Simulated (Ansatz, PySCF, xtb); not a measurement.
Noncovalent pair: SiH4 (SMILES [SiH4]) (first 5 atoms) with CH3F (SMILES CF); geometry from B3LYP-D3(BJ)/def2-TZVP, rigid monomers moved along the line of their centres of mass till Si1···F7 is 3.62 Å.
(charge 0, multiplicity 1):
```json
[
 {"atom": "Si", "x (Å)": "0.1615", "y (Å)": "0.1312", "z (Å)": "0.0392"},
 {"atom": "H", "x (Å)": "-1.1606", "y (Å)": "0.4778", "z (Å)": "0.6067"},
 {"atom": "H", "x (Å)": "1.1514", "y (Å)": "1.1778", "z (Å)": "0.3670"},
 {"atom": "H", "x (Å)": "0.0327", "y (Å)": "0.0251", "z (Å)": "-1.4342"},
 {"atom": "H", "x (Å)": "0.6023", "y (Å)": "-1.1777", "z (Å)": "0.5712"},
 {"atom": "C", "x (Å)": "-0.5211", "y (Å)": "-0.7747", "z (Å)": "4.1493"},
 {"atom": "F", "x (Å)": "0.3182", "y (Å)": "0.2182", "z (Å)": "3.6513"},
 {"atom": "H", "x (Å)": "-0.1319", "y (Å)": "-1.7461", "z (Å)": "3.8436"},
 {"atom": "H", "x (Å)": "-0.5407", "y (Å)": "-0.6988", "z (Å)": "5.2367"},
 {"atom": "H", "x (Å)": "-1.5205", "y (Å)": "-0.6238", "z (Å)": "3.7406"}
]
```

Interaction energies are E(AB) − E(A) − E(B) at the monomers' geometry in the complex; basis-set methods are counterpoise corrected.

Rows in 6-31G* carry no dispersion term and start afresh at each structure (6-31G* with six Cartesian d functions).

Run with Ansatz (a program for electronic structure); PySCF for 6-31G* rows; xtb for the GFN methods. Values without a source in brackets are computed.

Question: One of these levels gives -0.65 kcal/mol for the interaction energy. Which one is it?
A. HF/6-31G*
B. PBE/def2-TZVPPD
C. GFN1-xTB

Answer: B, PBE/def2-TZVPPD. The others give -1.52 (GFN1-xTB), -0.30 (HF/6-31G*)
